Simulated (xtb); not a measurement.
AlCl, SMILES [Cl][Al] (connectivity only; charge and spin as stated), neutral, multiplicity 1. All values are semi-empirical tight-binding results from xtb (GFN2-xTB unless named), good for trends rather than for accurate numbers. The structure is a stationary point at GFN2-xTB.

For metal compounds this method's bond lengths and energies can be far off.

```
Property                       Value
---------------------------  -------
point group as xtb finds it      C∞v
orbital gap                  2.70 eV
```
